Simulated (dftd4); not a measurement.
Li, charge -1, singlet; dftd4 with D4 for bp86.

Input for dftd4:
```
$ dftd4 mol.xyz --func bp86 --charge -1 --json dftd4.json --noedisp

# file mol.xyz
1

Li     0.00000000     0.00000000     0.00000000
```

It wrote (shortened):

```
                    ____  _____ _____     ____  _  _
      -------------|  _ \|  ___|_   _|---|  _ \| || |------------
     |             | | | | |_    | | ___ | | | | || |_           |
     |             | |_| |  _|   | ||___|| |_| |__   _|          |
     |             |____/|_|     |_|     |____/   |_|            |
     |             ===================================           |
     |            E. Caldeweyher, S. Ehlert & S. Grimme          |
     |          Mulliken Center for Theoretical Chemistry        |
     |                    University of Bonn                     |
      -----------------------------------------------------------

Rational (Becke-Johnson) damping: bp86-D4-ATM
---------------------
  s6         1.0000
  s8         3.3550
  s9         1.0000
  a1         0.4365
  a2         4.9241
 alp        16.0000
--------------------

Dispersion energy:       0.0000000000000E+00 Eh

[Info] JSON dump of results written to 'dftd4.json'
```
